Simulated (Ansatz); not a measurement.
Two members of one family (Same ligands, another metal), computed with Ansatz in the gas phase; def2 core potentials for I, no spin–orbit coupling. The two geometries come from different levels. HOMO and LUMO are taken over both spins. Binding counts from free atoms in the multiplicity of their measured ground term, without zero-point energy. Singlets are spin-restricted. The structures are stationary points that may keep the symmetry of their start. Remarks come from the PBE and PBE0 runs and from stability tests at other levels; not every state was tested. HOMO above LUMO (over both spins in singlets and doublets, within one spin in higher multiplets; at PBE or PBE0), or a gap under 0.15 eV within one spin, warns that the state may not be the lowest or that an electron is smeared out.

First: MnI2 (sextet, charge 0, B3LYP-D4/def2-TZVP geometry).

```xyz
3

Mn   -0.003   -0.011    0.001
I     2.110   -0.399    1.352
I    -2.107    0.410   -1.353
```

```csv
level,HOMO (eV),LUMO (eV),gap (eV),binding per atom (eV)
PBE-D4/def2-SVP,-6.23,-4.35,1.88,2.22
PBE-D4/def2-TZVPD,-6.39,-4.42,1.97,2.24
r2SCAN-D4/def2-TZVPD,-6.72,-3.80,2.92,2.22
PBE0-D4/def2-TZVP,-7.56,-2.98,4.58,2.13
PBE0-D4/def2-TZVPD,-7.58,-3.00,4.58,2.13
```

Metal–donor distances: 2 × I 2.54 Å. Remarks: spin-contaminated (⟨S²⟩ up to 2.73) (doublet), spin-contaminated (⟨S²⟩ up to 4.77) (quartet).

Second: FeI2 (quintet, charge 0, PBE0-D4/def2-TZVP geometry).

Cartesian coordinates in Å:
```
Fe 0.003 0.016 0.005
I -1.256 0.915 -1.932
I 1.252 -0.931 1.927
```

Question: What does the change do? Estimate second minus first.

Answer: 
```
               level  Δ HOMO (eV)  Δ LUMO (eV)  Δ gap (eV)  Δ binding per atom (eV)
     PBE-D4/def2-SVP         0.84        -0.81       -1.65                     0.05
   PBE-D4/def2-TZVPD         0.91        -0.69       -1.60                    -0.03
r2SCAN-D4/def2-TZVPD         0.67        -1.08       -1.75                    -0.02
   PBE0-D4/def2-TZVP        -0.15        -0.74       -0.59                     0.03
  PBE0-D4/def2-TZVPD        -0.14        -0.74       -0.60                     0.03
```

Metal–donor distances: 2 × I 2.48 Å. Remarks: HOMO above LUMO (singlet), restricted SCF unstable at other levels (singlet), restricted SCF unstable (singlet), spin-contaminated (⟨S²⟩ up to 3.01) (triplet).
